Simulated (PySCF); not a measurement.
Compound: CH8BN3.
SMILES: `CNB(N)N`

Linear response at B3LYP/def2-SVPD (PySCF, frozen core in the response, non-relativistic). Geometry: PBE0-D3(BJ)/def2-SVP; no solvent, vibrations or thermal averaging.

Static isotropic polarisability: 54.68 au (8.10 Å³), principal values 43.8, 55.8, 64.5 au.

(1) What is the polarisability at 1064 nm and at the sodium D line?

(2) What is the isotropic C6 coefficient between two such molecules, C6 = (3/π)∫α(iω)² dω?

(3) Which effective excitation energy ω̄ makes London's formula C6 = (3/4)α²ω̄ exact here?

(4) The lowest 6 singlets have (eV, f): 5.10, 0.005; 5.58, 0.002; 6.07, 0.002; 6.23, 0.012; 6.64, 0.024; 6.82, 0.009. What share of the static polarisability do they carry in the sum over states α = Σ f/ω²?

(5) How anisotropic is the static polarisability, by Δα² = ½[(α1 − α2)² + (α2 − α3)² + (α3 − α1)²]?

(6) What n − 1 at the D line would an ideal gas of it have at 273.15 K and 1 atm (2.6868 × 10¹⁹ cm⁻³), by n − 1 = 2π·N·α′?

(7) How many electrons N does the Slater–Kirkwood formula C6 = (3/4)·√N·α^(3/2) need to give this C6?

Results:

(1) 55.14 au at 1064 nm (+0.8 %), 56.22 au at 589.3 nm (+2.8 %). The rise at 589.3 nm is 3.38 times that at 1064 nm; a pure ω² law gives 3.26. The lowest singlet lies at 243 nm, shorter than both wavelengths.

(2) 1276 au (Eh·bohr⁶) by a ten-point quadrature over imaginary frequencies, which is 762 eV·Å⁶ or 73.6 J·nm⁶/mol.

(3) ω̄ = 4·C6/(3α²) = 0.569 Eh = 15.5 eV. A one-pole form α(ω) = α/(1 − ω²/ω̄²) fitted to the 1064 nm value gives 12.8 eV.

(4) 1.01 au, 1.9 % of α; the largest term, 0.41 au, is that of the state at 6.64 eV. Their oscillator strengths add up to 0.05. Higher states carry the rest.

(5) Δα = 18.0 au, or 0.33 of the isotropic value.

(6) 14.06 × 10⁻⁴, a formal value whether or not that pressure can be reached.

(7) N = (4·C6/3)²/α³ = 17.7; the species has 40 electrons in all.

On Arm Neoverse V2, one thread, no GPU, shared host with 96 logical CPUs at a one-minute load of 41, this took 13 s of wall time and 0.72 GiB of memory at its peak. This is the whole response run at B3LYP/def2-SVPD, SCF included.

Shape of the structure used: `[CH3:1][NH:2][B:3]([NH2:4])[NH2:5]`: C1–N2–B3–N4 176°, H–N4–B3–N2 179°, H–N4–B3–N2 -18°, H–N5–B3–N2 -21°, H–N5–B3–N2 178°.
